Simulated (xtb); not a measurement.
C$_{4}$H$_{12}$O$_{3}$Si (SMILES CO[Si](C)(OC)OC), singlet, geometry from GFN2-xTB; GFN1-xTB with GBSA(water) (xtb 6.7.1).

xtb was given this input:
```
$ xtb mol.xyz --gfn 1 --gbsa water --json

# file mol.xyz
20

C     -2.35120043    -1.27674156    -0.34643132
O     -1.49905331    -0.17147283    -0.46403798
Si     0.00031971     0.00348305     0.13674299
C      0.00478463     0.05212581     2.04643346
O      0.60965432     1.36457226    -0.50809365
C      0.07656315     2.65852392    -0.45234479
O      0.88609113    -1.22913671    -0.44267421
C      2.27194248    -1.41114068    -0.35381704
H     -1.83637703    -2.19297873    -0.63796567
H     -2.70483729    -1.38018781     0.68219784
H     -3.20270831    -1.10950683    -1.00685516
H     -0.72291189     0.76219536     2.43016166
H      0.97631051     0.34314263     2.43686273
H     -0.23624012    -0.91840604     2.47183131
H     -0.96874424     2.65837143    -0.76356558
H      0.65935611     3.28562621    -1.12783560
H      0.14473364     3.05763078     0.56249737
H      2.80022780    -0.51870423    -0.69145256
H      2.53604404    -2.25573748    -0.99107630
H      2.56459478    -1.62851473     0.67620299
```

The log (banner, timings and long lists left out):

```
   ID    Z sym.   atoms
    1    6 C      1, 4, 6, 8
    2    8 O      2, 5, 7
    3   14 Si     3
    4    1 H      9-20

           -------------------------------------------------
          |                Calculation Setup                |
           -------------------------------------------------

           -------------------------------------------------
          |                 G F N 1 - x T B                 |
           -------------------------------------------------

      * Solvation model:               GBSA
        Solvent                        water
        Parameter file                 internal GFN1-xTB/GBSA
        Dielectric constant                7.8500E+01
        Reference state                gsolv [1 M gas/solution]
        Free energy shift                  2.0755E-03 Eh       1.3024E+00 kcal/mol
        Temperature                        2.9815E+02 K
        Density                            9.9800E-01 kg/L
        Solvent mass                       1.8000E+01 g/mol
        Interaction kernel             Still
        Born radius scaling (c1)           1.5808E+00
        Born radii integrator          GBOBC
        Born offset                        1.3596E-02 a0       2.5692E-02 AA
        H-bond correction              true
        Ion screening                  false
        Surface tension                    1.0000E-05 Eh       1.5569E+01 dyn/cm
        Grid points                               230 per atom

          ...................................................
          :                      SETUP                      :
          :.................................................:
          :  # basis functions                  62          :
          :  # atomic orbitals                  61          :
          :  # shells                           41          :
          :  # electrons                        50          :
          :  # halogen bonds                     0          :
          :  max. iterations                   250          :
          :  Hamiltonian                  GFN1-xTB          :
          :  restarted?                      false          :
          :  GBSA solvation                   true          :
          :  PC potential                    false          :
          :  electronic temp.          300.0000000     K    :
          :  accuracy                    1.0000000          :
          :  -> integral cutoff          0.2500000E+02      :
          :  -> integral neglect         0.1000000E-07      :
          :  -> SCF convergence          0.1000000E-05 Eh   :
          :  -> wf. convergence          0.2000000E-04 e    :
          :  Broyden damping             0.4000000          :
          :  net charge                          0          :
          :  unpaired electrons                  0          :
          ...................................................

 iter      E             dE          RMSdq      gap      omega  full diag
   1    -31.3100142 -0.313100E+02  0.772E+00    8.29       0.0  T
   2    -31.3580915 -0.480773E-01  0.461E+00    8.06       1.0  T
   3    -31.3576844  0.407111E-03  0.743E-01    7.94       1.0  T
   4    -31.3593401 -0.165571E-02  0.189E-01    8.05       1.0  T
   5    -31.3608223 -0.148217E-02  0.508E-02    8.03       1.0  T
   6    -31.3608646 -0.423638E-04  0.171E-02    8.02       1.3  T
   7    -31.3608648 -0.157265E-06  0.651E-03    8.02       3.4  T
   8    -31.3608651 -0.361812E-06  0.220E-03    8.02      10.2  T
   9    -31.3608652 -0.505354E-07  0.151E-04    8.02     148.0  T
  10    -31.3608652 -0.232198E-09  0.133E-05    8.02    1676.7  T

   *** convergence criteria satisfied after 10 iterations ***

         :::::::::::::::::::::::::::::::::::::::::::::::::::::
         ::                     SUMMARY                     ::
         :::::::::::::::::::::::::::::::::::::::::::::::::::::
         :: total energy             -31.081543171406 Eh    ::
[...]
        32                         -0.0650283              -1.7695
        33                         -0.0650273              -1.7695
        34                         -0.0617253              -1.6796
        35                         -0.0588581              -1.6016
        36                         -0.0491741              -1.3381
       ...                                ...                  ...
        61                          1.3515607              36.7778
      -------------------------------------------------------------
                  HL-Gap            0.2946869 Eh            8.0188 eV
             Fermi-level           -0.2888124 Eh           -7.8590 eV

  Mulliken/CM5 charges         n(s)   n(p)   n(d)
     1C     0.17396  0.05835   0.967  2.859  0.000
     2O    -0.43058 -0.49341   1.635  4.796  0.000
     3Si    0.56451  0.49352   0.891  1.415  1.129
     4C    -0.17601 -0.28693   0.992  3.184  0.000
     5O    -0.43059 -0.49341   1.635  4.796  0.000
     6C     0.17396  0.05835   0.967  2.859  0.000
     7O    -0.43059 -0.49341   1.635  4.796  0.000
     8C     0.17396  0.05835   0.967  2.859  0.000
     9H     0.03028  0.09259   0.970  0.000  0.000
    10H     0.02832  0.08876   0.972  0.000  0.000
    11H     0.02533  0.08575   0.975  0.000  0.000
    12H     0.04319  0.09908   0.957  0.000  0.000
    13H     0.04319  0.09908   0.957  0.000  0.000
    14H     0.04319  0.09908   0.957  0.000  0.000
    15H     0.03028  0.09259   0.970  0.000  0.000
    16H     0.02532  0.08575   0.975  0.000  0.000
    17H     0.02834  0.08878   0.972  0.000  0.000
    18H     0.03028  0.09260   0.970  0.000  0.000
    19H     0.02532  0.08575   0.975  0.000  0.000
    20H     0.02833  0.08877   0.972  0.000  0.000

Wiberg/Mayer (AO) data.
largest (>0.10) Wiberg bond orders for each atom

 ---------------------------------------------------------------------------
     #   Z sym  total        # sym  WBO       # sym  WBO       # sym  WBO
 ---------------------------------------------------------------------------
     1   6 C    3.906 --    10 H    0.986    11 H    0.986     9 H    0.986
                             2 O    0.916
     2   8 O    2.304 --     3 Si   1.280     1 C    0.916
     3  14 Si   5.046 --     2 O    1.280     5 O    1.280     7 O    1.280
                             4 C    1.025
     4   6 C    3.967 --     3 Si   1.025    14 H    0.956    13 H    0.956
                            12 H    0.956
     5   8 O    2.304 --     3 Si   1.280     6 C    0.916
     6   6 C    3.906 --    17 H    0.986    16 H    0.986    15 H    0.986
                             5 O    0.916
     7   8 O    2.304 --     3 Si   1.280     8 C    0.916
     8   6 C    3.906 --    20 H    0.986    19 H    0.986    18 H    0.986
                             7 O    0.916
     9   1 H    1.008 --     1 C    0.986
    10   1 H    1.008 --     1 C    0.986
    11   1 H    1.017 --     1 C    0.986
    12   1 H    1.000 --     4 C    0.956
    13   1 H    1.000 --     4 C    0.956
    14   1 H    1.000 --     4 C    0.956
    15   1 H    1.008 --     6 C    0.986
    16   1 H    1.017 --     6 C    0.986
    17   1 H    1.008 --     6 C    0.986
    18   1 H    1.008 --     8 C    0.986
    19   1 H    1.017 --     8 C    0.986
    20   1 H    1.008 --     8 C    0.986
 ---------------------------------------------------------------------------

Topologies differ in total number of bonds
Writing topology from bond orders to xtbtopo.mol

 dipole moment from electron density (au)
     X       Y       Z
   0.0020   0.0215   0.8451  total (Debye):    2.149

           -------------------------------------------------
          | TOTAL ENERGY              -31.081543171406 Eh   |
          | GRADIENT NORM               0.035931663085 Eh/α |
          | HOMO-LUMO GAP               8.018839187426 eV   |
           -------------------------------------------------

normal termination of xtb
```
